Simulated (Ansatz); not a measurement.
The first iterations of a band of CH7ClOSi2 (12 atoms, charge 0, multiplicity 1).

Theory: Ansatz 0.2.0, RKS B3LYP/def2-SVP.

* movable images: 7
* climbing image: yes
* spring: 5.0 eV/Å²
* optimiser: quadratic models (default)
* start path: IDPP
* force threshold: 0.05 eV/Å
* iteration limit: 60
* end points: relaxed

First end point:

```xyz
12
Properties=species:S:1:pos:R:3
O -2.157 -0.067 1.943
Si -1.505 0.194 0.418
Si 0.794 -0.361 0.363
C 1.614 0.367 -1.200
Cl 0.671 -0.120 -2.675
H -2.214 -0.981 2.247
H -2.244 -0.573 -0.631
H -1.662 1.651 0.158
H 0.999 -1.842 0.368
H 1.503 0.201 1.556
H 1.632 1.466 -1.174
H 2.646 0.011 -1.338
```

Last end point:

```xyz
12
Properties=species:S:1:pos:R:3
O -1.896 -0.355 2.012
Si -1.430 0.019 0.443
Si 0.882 -0.414 0.348
C 1.613 0.435 -1.198
Cl 0.651 -0.035 -2.667
H -2.839 -0.307 2.211
H -2.185 -0.799 -0.555
H -1.683 1.460 0.121
H 1.161 -1.878 0.271
H 1.577 0.142 1.550
H 1.570 1.531 -1.119
H 2.657 0.145 -1.383
```

| iteration | highest image above the first end (eV) | largest band force component (eV/Å) |
| --- | --- | --- |
| 1 | 0.053 | 0.460 |
| 2 | 0.040 | 0.311 |

Task: Does the band converge within its limit, and where does its top end?

Result: It converged. It ended after 6 iterations with the highest image 0.011 eV above the first end. A vibrational analysis at the climbing image gives one clearly imaginary mode, 217i cm⁻¹: a first-order saddle point.

Run time: 61 s on 2 threads of AMD EPYC 9R45 (Zen 5), on a shared host, peak memory 0.3 GiB.
